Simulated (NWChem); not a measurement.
The numbers come from NWChem runs, not from measurements. System: Br2Ge, charge 0, spin multiplicity 1, displaced from the optimised geometry. The structure started from a generated list of species. Level: PBE/def2-SVP.

NWChem printed:

```
             Northwest Computational Chemistry Package (NWChem) 7.3.0
             --------------------------------------------------------

                                NWChem Input Module
                                -------------------

 Scaling coordinates for geometry "geometry" by  1.889725989
 (inverse scale =  0.529177249)

 Turning off AUTOSYM since
 SYMMETRY directive was detected!

                             Geometry "geometry" -> ""
                             -------------------------

 Output coordinates in angstroms (scale by  1.889725989 to convert to a.u.)

  No.       Tag          Charge          X              Y              Z
 ---- ---------------- ---------- -------------- -------------- --------------
    1 Ge                  32.0000     0.00000000     0.00000000    -1.04271200
    2 Br                  35.0000    -1.88026300     0.00000000     0.47666800
    3 Br                  35.0000     1.88026300     0.00000000     0.47666800

 Effective nuclear repulsion energy (a.u.)     662.7210495362

            Nuclear Dipole moment (a.u.)
            ----------------------------
        X                 Y               Z
 ---------------- ---------------- ----------------
     0.0000000000     0.0000000000    -0.0000453534

      Symmetry information
      --------------------

 Group name             C2v
 Group number             16
 Group order               4
 No. of unique centers     2

      Symmetry unique atoms

     1    2


 Summary of "ao basis" -> "" (spherical)
 ------------------------------------------------------------------------------
       Tag                 Description            Shells   Functions and Types
 ---------------- ------------------------------  ------  ---------------------
 *                          def2-svp                  on all atoms

 Summary of "cd basis" -> "" (spherical)
 ------------------------------------------------------------------------------
       Tag                 Description            Shells   Functions and Types
 ---------------- ------------------------------  ------  ---------------------
 *                  weigend_coulomb_fitting           on all atoms

  pbe96 is a nonlocal functional; adding pw91lda local functional.

                                 NWChem DFT Module
                                 -----------------

 Summary of "ao basis" -> "ao basis" (spherical)
 ------------------------------------------------------------------------------
       Tag                 Description            Shells   Functions and Types
 ---------------- ------------------------------  ------  ---------------------
 Ge                         def2-svp                12       32   5s4p3d
 Br                         def2-svp                12       32   5s4p3d

 Summary of "cd basis" -> "cd basis" (spherical)
 ------------------------------------------------------------------------------
       Tag                 Description            Shells   Functions and Types
 ---------------- ------------------------------  ------  ---------------------
 Ge                 weigend coulomb fitting         18       58   8s4p3d2f1g
 Br                 weigend coulomb fitting         18       58   8s4p3d2f1g

 Summary of "ao basis" -> "ao basis" (spherical)
 ------------------------------------------------------------------------------
       Tag                 Description            Shells   Functions and Types
 ---------------- ------------------------------  ------  ---------------------
 Ge                         def2-svp                12       32   5s4p3d
 Br                         def2-svp                12       32   5s4p3d

      Symmetry analysis of basis
      --------------------------

        a1         37
        a2         13
        b1         29
        b2         17

            General Information
            -------------------
          SCF calculation type: DFT
          Wavefunction type:  closed shell.
          No. of atoms     :     3
          No. of electrons :   102
           Alpha electrons :    51
            Beta electrons :    51
          Charge           :     0
          Spin multiplicity:     1
          Use of symmetry is: on ; symmetry adaption is: on
[...]
    41     -0.206699  2 Br px                73     -0.206699  3 Br px

 Vector   51  Occ=2.000000D+00  E=-2.476281D-01  Symmetry=a1
              MO Center= -4.9D-15, -7.6D-16, -5.1D-02, r^2= 5.1D+00
   Bfn.  Coefficient  Atom+Function         Bfn.  Coefficient  Atom+Function
  ----- ------------  ---------------      ----- ------------  ---------------
    49      0.400685  2 Br pz                81      0.400685  3 Br pz
     4      0.374131  1 Ge s                 46      0.341464  2 Br pz
    78      0.341464  3 Br pz                43     -0.226675  2 Br pz
    75     -0.226675  3 Br pz                 5      0.224724  1 Ge s
     3     -0.210483  1 Ge s                 14     -0.198974  1 Ge pz

 Vector   52  Occ=0.000000D+00  E=-1.473928D-01  Symmetry=b2
              MO Center=  7.2D-15, -4.3D-16, -7.9D-01, r^2= 3.5D+00
   Bfn.  Coefficient  Atom+Function         Bfn.  Coefficient  Atom+Function
  ----- ------------  ---------------      ----- ------------  ---------------
    16      0.592337  1 Ge py                13      0.507605  1 Ge py
    10     -0.264189  1 Ge py                48     -0.257663  2 Br py
    80     -0.257663  3 Br py                45     -0.186750  2 Br py
    77     -0.186750  3 Br py                42      0.122381  2 Br py
    74      0.122381  3 Br py                 7      0.085289  1 Ge py

 Vector   53  Occ=0.000000D+00  E=-6.618930D-02  Symmetry=a1
              MO Center=  3.0D-14, -6.2D-16, -6.0D-01, r^2= 4.4D+00
   Bfn.  Coefficient  Atom+Function         Bfn.  Coefficient  Atom+Function
  ----- ------------  ---------------      ----- ------------  ---------------
    17      0.747303  1 Ge pz                 4      0.506383  1 Ge s
    14      0.456408  1 Ge pz                47     -0.416127  2 Br px
    79      0.416127  3 Br px                11     -0.230319  1 Ge pz
    37     -0.215685  2 Br s                 44     -0.215432  2 Br px
    69     -0.215685  3 Br s                 76      0.215432  3 Br px

 Vector   54  Occ=0.000000D+00  E=-5.425639D-02  Symmetry=b1
              MO Center= -1.3D-15, -3.2D-16, -8.6D-01, r^2= 4.2D+00
   Bfn.  Coefficient  Atom+Function         Bfn.  Coefficient  Atom+Function
  ----- ------------  ---------------      ----- ------------  ---------------
    15      0.880430  1 Ge px                12      0.473685  1 Ge px
    49     -0.363477  2 Br pz                81      0.363477  3 Br pz
     9     -0.244102  1 Ge px                37      0.245151  2 Br s
    69     -0.245151  3 Br s                 47      0.226609  2 Br px
    79      0.226609  3 Br px                46     -0.185196  2 Br pz

 center of mass
 --------------
 x =   0.00000000 y =   0.00000000 z =  -0.00721093

 moments of inertia (a.u.)
 ------------------
         416.686404732624           0.000000000000           0.000000000000
           0.000000000000        2434.594221633053           0.000000000000
           0.000000000000           0.000000000000        2017.907816900429

     Multipole analysis of the density
     ---------------------------------

     L   x y z        total         alpha         beta         nuclear
     -   - - -        -----         -----         ----         -------
     0   0 0 0     -0.000000    -51.000000    -51.000000    102.000000

     1   1 0 0      0.000000      0.000000      0.000000      0.000000
     1   0 1 0     -0.000000     -0.000000     -0.000000      0.000000
     1   0 0 1     -0.749517     -0.374736     -0.374736     -0.000045

     2   2 0 0    -42.139571   -462.948331   -462.948331    883.757091
     2   1 1 0     -0.000000     -0.000000     -0.000000      0.000000
     2   1 0 1      0.000000      0.000000      0.000000      0.000000
     2   0 2 0    -38.360247    -19.180123    -19.180123      0.000000
     2   0 1 1     -0.000000     -0.000000     -0.000000      0.000000
     2   0 0 2    -38.432375   -109.736977   -109.736977    181.041579

            General Information
            -------------------
          SCF calculation type: DFT
          Wavefunction type:  closed shell.
          No. of atoms     :     3
          No. of electrons :   102
           Alpha electrons :    51
            Beta electrons :    51
          Charge           :     0
          Spin multiplicity:     1
          Use of symmetry is: on ; symmetry adaption is: on
          Maximum number of iterations: 100
          AO basis - number of functions:    96
                     number of shells:    36
          A Charge density fitting basis will be used.
          CD basis - number of functions:   174
                     number of shells:    54
          Convergence on energy requested:  1.00D-06
          Convergence on density requested:  1.00D-05
          Convergence on gradient requested:  5.00D-04

              XC Information
              --------------
          PerdewBurkeErnzerhof Exchange Functional  1.000
            Perdew 1991 LDA Correlation Functional  1.000 local
           PerdewBurkeErnz. Correlation Functional  1.000 non-local

             Grid Information
             ----------------
          Grid used for XC integration:  medium
          Radial quadrature: Mura-Knowles
          Angular quadrature: Lebedev.
          Tag              B.-S. Rad. Rad. Pts. Rad. Cut. Ang. Pts.
          ---              ---------- --------- --------- ---------
          Ge                  1.25      112           8.0       590
          Br                  1.15      112          10.0       590
          Grid pruning is: on
          Number of quadrature shells:   224
          Spatial weights used:  Erf1

          Convergence Information
          -----------------------
          Convergence aids based upon iterative change in
          total energy or number of iterations.
          Levelshifting, if invoked, occurs when the
          HOMO/LUMO gap drops below (HL_TOL):  1.00D-02
          DIIS, if invoked, will attempt to extrapolate
          using up to (NFOCK): 10 stored Fock matrices.

                    Damping( 0%)  Levelshifting(0.5)       DIIS
                  --------------- ------------------- ---------------
          dE  on:    start            ASAP                start
          dE off:    2 iters        100 iters           100 iters

      Screening Tolerance Information
      -------------------------------
          Density screening/tol_rho:  1.00D-10
          AO Gaussian exp screening on grid/accAOfunc:  14
          CD Gaussian exp screening on grid/accCDfunc:  20
          XC Gaussian exp screening on grid/accXCfunc:  20
          Schwarz screening/accCoul:  1.00D-08

  int_init: cando_txs set to always be  F
  intd_init: cando_txs set to always be  F

                            NWChem DFT Gradient Module
                            --------------------------

  charge          =   0.00
  wavefunction    = closed shell

  Using symmetry

                         DFT ENERGY GRADIENTS

    atom               coordinates                        gradient
                 x          y          z           x          y          z
   1 Ge      0.000000   0.000000  -1.970440    0.000000   0.000000  -0.012438
   2 Br     -3.553182   0.000000   0.900772   -0.007791   0.000000   0.006219
   3 Br      3.553182   0.000000   0.900772    0.007791   0.000000   0.006219

                 ----------------------------------------
                 |  Time  |  1-e(secs)   |  2-e(secs)   |
                 ----------------------------------------
                 |  CPU   |       0.00   |       0.00   |
                 ----------------------------------------
                 |  WALL  |       0.00   |       0.00   |
                 ----------------------------------------

 Task  times  cpu:        1.2s     wall:        1.2s

 Total times  cpu:        1.2s     wall:        1.2s
```

Question: Write an NWChem input that would produce this output.

Answer: This is not unique; one that fits is 
```
start mol
memory heap 200 mb stack 900 mb global 1100 mb
geometry units angstroms nocenter noautoz
  Ge     0.000000     0.000000    -1.042712
  Br    -1.880263     0.000000     0.476668
  Br     1.880263     0.000000     0.476668
  symmetry group C2v
end
basis spherical
  * library def2-svp
end
basis "cd basis" spherical
  * library weigend_coulomb_fitting
end
dft
  xc xpbe96 cpbe96
  semidirect memsize 60000000 filesize 0
  iterations 100
end
task dft gradient
```
